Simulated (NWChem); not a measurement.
Program: NWChem. System: C2H8Si, charge 0, spin multiplicity 1, at a geometry optimised with B3LYP/def2-SVP. The structure started from a generated list of species. Level: MP2/def2-TZVP, 7 core orbitals frozen.

Part of the output:

```
             Northwest Computational Chemistry Package (NWChem) 7.3.0
             --------------------------------------------------------

                                NWChem Input Module
                                -------------------

 Scaling coordinates for geometry "geometry" by  1.889725989
 (inverse scale =  0.529177249)

 Turning off AUTOSYM since
 SYMMETRY directive was detected!

                             Geometry "geometry" -> ""
                             -------------------------

 Output coordinates in angstroms (scale by  1.889725989 to convert to a.u.)

  No.       Tag          Charge          X              Y              Z
 ---- ---------------- ---------- -------------- -------------- --------------
    1 Si                  14.0000     0.00000000     0.00000000    -0.54898300
    2 C                    6.0000    -1.56303100     0.00000000     0.51236500
    3 C                    6.0000     1.56303100     0.00000000     0.51236500
    4 H                    1.0000     0.00000000     1.20637300    -1.43482200
    5 H                    1.0000     0.00000000    -1.20637300    -1.43482200
    6 H                    1.0000    -1.60218800    -0.89119900     1.16007400
    7 H                    1.0000    -2.46790000     0.00000000    -0.11663200
    8 H                    1.0000    -1.60218800     0.89119900     1.16007400
    9 H                    1.0000     2.46790000     0.00000000    -0.11663200
   10 H                    1.0000     1.60218800    -0.89119900     1.16007400
   11 H                    1.0000     1.60218800     0.89119900     1.16007400

 Effective nuclear repulsion energy (a.u.)     113.1646895832

            Nuclear Dipole moment (a.u.)
            ----------------------------
        X                 Y               Z
 ---------------- ---------------- ----------------
     0.0000000000     0.0000000000     0.0000113384

      Symmetry information
      --------------------

 Group name             C2v
 Group number             16
 Group order               4
 No. of unique centers     5

      Symmetry unique atoms

     1    2    4    6    7


 Summary of "ao basis" -> "" (spherical)
 ------------------------------------------------------------------------------
       Tag                 Description            Shells   Functions and Types
 ---------------- ------------------------------  ------  ---------------------
 *                         def2-tzvp                  on all atoms
[...]
    4 H    1     1.07   0.24  0.57  0.26  0.01
    5 H    1     1.07   0.24  0.57  0.26  0.01
    6 H    1     0.88   0.26  0.49  0.11  0.02
    7 H    1     0.88   0.26  0.49  0.11  0.02
    8 H    1     0.88   0.26  0.49  0.11  0.02
    9 H    1     0.88   0.26  0.49  0.11  0.02
   10 H    1     0.88   0.26  0.49  0.11  0.02
   11 H    1     0.88   0.26  0.49  0.11  0.02

       Multipole analysis of the density wrt the origin
       ------------------------------------------------

     L   x y z        total         open         nuclear
     -   - - -        -----         ----         -------
     0   0 0 0     -0.000000      0.000000     34.000000

     1   1 0 0      0.000000      0.000000      0.000000
     1   0 1 0     -0.000000      0.000000      0.000000
     1   0 0 1      0.277570      0.000000      0.000011

     2   2 0 0    -21.877735      0.000000    184.859277
     2   1 1 0     -0.000000      0.000000      0.000000
     2   1 0 1      0.000000      0.000000      0.000000
     2   0 2 0    -22.286160      0.000000     21.739262
     2   0 1 1     -0.000000      0.000000      0.000000
     2   0 0 2    -22.796954      0.000000     60.341304

                   NWChem MP2 Semi-direct Energy/Gradient Module
                   ---------------------------------------------

  Basis functions       =    147
  Molecular orbitals    =    147
  Frozen core           =      7
  Frozen virtuals       =      0
  Active alpha occupied =     10
  Active beta occupied  =     10
  Active alpha virtual  =    130
  Active beta virtual   =    130
  Use MO symmetry       = T
  Use skeleton AO sym   = T

  AO/Fock/Back tols     =   1.0D-09  1.0D-09  1.0D-09

 GA uses MA = F    GA memory limited = T

 Available:
  local mem=  1.26D+08
 global mem=  1.44D+08
 local disk=  0.00D+00
  mp2_memr nvloc                   130
  nvloc new                   130
   1 passes of  10:        5242880                     109056                  46995072.
   1 passes of  10: M    126148277           G      144135982           F     120905397.

 Semi-direct pass number   1 of   1  for RHF alpha+beta  at        7.5s
  vrange nnbf                 10624
  mp2_eaftype                   179  avail_ma_in_mb                  1099
 EAF : mp2_eaftype filesize         179   23497536.
  mp2_eaf for mointskh                    179
Node 0 wrote    110.5 Mb in      0.1 s     Agg I/O rate:  1820.6 Mb/s
 Done moints_semi at       24.9s
  mp2_eaftype                   179  avail_ma_in_mb                   920
 EAF : mp2_eaftype filesize         179   23497536.
  mp2_eaf for kh                   179
 Done maket at       25.7s
 Done multipass loop at       25.7s

          -------------------------------------------
          SCF energy                -369.380863272503
          Correlation energy          -0.470478402929
          Singlet pairs               -0.329906158668
          Triplet pairs               -0.140572244261
          Total MP2 energy          -369.851341675432
          -------------------------------------------

          ---------------------------------------------------
                    Spin Component Scaled (SCS) MP2
          Same spin pairs                     -0.093714829507
          Same spin scaling factor             0.333333333333
          Opposite spin pairs                 -0.376763573422
          Opposite spin scaling fact.          1.200000000000
          SCS-MP2 correlation energy          -0.483354564609
          Total SCS-MP2 energy              -369.864217837112
          ---------------------------------------------------

 -----------------------
 Performance information
 -----------------------

 Timer overhead =  1.91D-07 seconds/call

               Nr. of calls         CPU time (s)                 Wall time (s)                GFlops
             ---------------    -------------------     ------------------------------   -------------------
Name         Min   Avg   Max    Min     Avg     Max     Min     Avg     Max   Mx/calls   Min     Max     Sum
mp2: moin     1     1     1    17.     17.     17.      17.     17.     17.     17.      0.0     0.0     0.0
mp2: make     1     1     1   0.72    0.72    0.72     0.72    0.72    0.72    0.72      0.0     0.0     0.0
mp2: tota     1     1     1    18.     18.     18.      18.     18.     18.     18.      0.0     0.0     0.0

 The average no. of pstat calls per process was 3.00D+00
 with a timing overhead of 5.74D-07s

 Task  times  cpu:       25.6s     wall:       25.6s

 Total times  cpu:       25.7s     wall:       25.7s
```

Question: Write an NWChem input that would produce this output.

Answer: Several could match; the one computed here: 
```
start mol
memory heap 200 mb stack 900 mb global 1100 mb
geometry units angstroms nocenter noautoz
  Si     0.000000     0.000000    -0.548983
  C     -1.563031     0.000000     0.512365
  C      1.563031     0.000000     0.512365
  H      0.000000     1.206373    -1.434822
  H      0.000000    -1.206373    -1.434822
  H     -1.602188    -0.891199     1.160074
  H     -2.467900     0.000000    -0.116632
  H     -1.602188     0.891199     1.160074
  H      2.467900     0.000000    -0.116632
  H      1.602188    -0.891199     1.160074
  H      1.602188     0.891199     1.160074
  symmetry group C2v
end
basis spherical
  * library def2-tzvp
end
scf
  rhf
  nopen 0
  maxiter 100
  thresh 1e-7
  semidirect memsize 60000000 filesize 0
end
mp2
  freeze core 7
end
task mp2 energy
```
